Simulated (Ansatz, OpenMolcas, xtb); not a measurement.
GeH3O (SMILES [O][GeH3]): methods side by side

GeH3O has 5 atoms, charge 0, and is taken as a doublet. As SMILES, `[O][GeH3]`. The coordinates come from a PBE0-D4/def2-TZVP relaxation.

Quantity: the vertical energy of the quartet above the doublet, in eV. The values are calculated.

```tsv
level	kind	program	value (eV)	CPU time (all runs)
GFN0-xTB	semi-empirical	xtb	7.46	under 2 s
UHF/def2-TZVP	Hartree–Fock	OpenMolcas	6.17	58 s
USVWN5/def2-TZVP	LDA	OpenMolcas	5.75	93 s
UBLYP/def2-TZVP	GGA	OpenMolcas	5.98	2.4 min
U-r2SCAN/def2-TZVP	meta-GGA	OpenMolcas	6.14	2.6 min
UB3LYP/def2-TZVP	global hybrid	OpenMolcas	6.30	2.3 min
UBHLYP/def2-TZVP	global hybrid	OpenMolcas	6.59	2.6 min
FCI/STO-3G	exact in the basis	Ansatz	7.33	2.6 min
```

All-electron rows without a relativistic Hamiltonian named are non-relativistic. The values span 5.75 to 7.46 eV. GFN0-xTB: no spin polarisation, so open shells miss the exchange term that lowers them. High-level rows in very small sets aren't better than simpler rows in larger ones. The upper state's dipole differs much between rows, so they may not all be the same state. CPU times are rough (shared hosts, several kinds of processor and program).
